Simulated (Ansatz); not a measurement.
Basis sets compared for trans-Mg(H2O)2(hfac)2 (C₁₀H₆F₁₂MgO₆). Total charge 0; singlet. Geometry r2SCAN-D4/def2-SVP. Ansatz on 2 threads of AMD EPYC 7R13 on a shared host and a share (18 GiB) of an NVIDIA H100 80GB HBM3; times are rough, and most runs start from earlier orbitals.

```xyz
35

C    -1.6395   -0.1664    2.4740
C    -1.9332   -0.9620    3.7563
C    -2.2410    1.0926    2.3076
C    -2.0383    1.8418    1.1363
C    -2.7606    3.1908    0.9877
C     1.6398    0.1667   -2.4744
C     1.9366    0.9638   -3.7551
C     2.2426   -1.0915   -2.3072
C     2.0383   -1.8414   -1.1365
C     2.7587   -3.1914   -0.9886
F    -0.7942   -1.1896    4.4224
F    -2.4751   -2.1466    3.4428
F    -2.7769   -0.3283    4.5843
F    -3.5341    3.1753   -0.1063
F    -1.8633    4.1747    0.8480
F    -3.5386    3.4869    2.0393
F     2.4760    2.1489   -3.4389
F     0.7993    1.1905   -4.4244
F     2.7836    0.3317   -4.5809
F     3.5253   -3.1807    0.1102
F     3.5432   -3.4841   -2.0365
F     1.8598   -4.1753   -0.8583
Mg   -0.0012   -0.0005   -0.0011
O    -1.3756   -1.0825   -1.2110
O     1.3729    1.0812    1.2099
O    -0.8673   -0.7576    1.6782
O    -1.3247    1.5389    0.1471
O     0.8661    0.7572   -1.6795
O     1.3220   -1.5399   -0.1489
H    -2.0808   -0.5308   -1.5808
H    -1.8238   -1.7987   -0.7369
H     1.8241    1.7960    0.7368
H     2.0756    0.5281    1.5825
H    -2.8979    1.4794    3.0843
H     2.9018   -1.4773   -3.0824
```

Single mean-field runs in def2-SVP, def2-TZVP are fitted with def2-universal-jkfit. Another isomer (singlet) lies 0.04 eV lower at PBE0-D4/def2-TZVP; other spin states weren't run for this one.

Binding counts from free atoms (C triplet, F doublet, Mg singlet, O triplet, H doublet) in the same basis, without a counterpoise term.

| level | functions | energy (Eh) | HOMO (eV) | LUMO (eV) | binding per atom (eV) | wall time |
| --- | --- | --- | --- | --- | --- | --- |
| PBE-D4/def2-SVP | 440 | -2230.7693 | -6.28 | -3.16 | 5.00 | 4.3 s |
| PBE0-D4/def2-SVP | 440 | -2230.7727 | -7.51 | -2.47 | 4.77 | 4.9 s |

(1) Estimate the rows for PBE-D4/def2-TZVP (with forces), PBE0-D4/def2-TZVP.

## Answers

(1) 
```csv
level,functions,energy (Eh),HOMO (eV),LUMO (eV),binding per atom (eV),wall time
PBE-D4/def2-TZVP (with forces),936,-2233.2258,-6.49,-3.41,4.85,8.5 s
PBE0-D4/def2-TZVP,936,-2233.2247,-7.61,-2.61,4.65,7.5 s
```
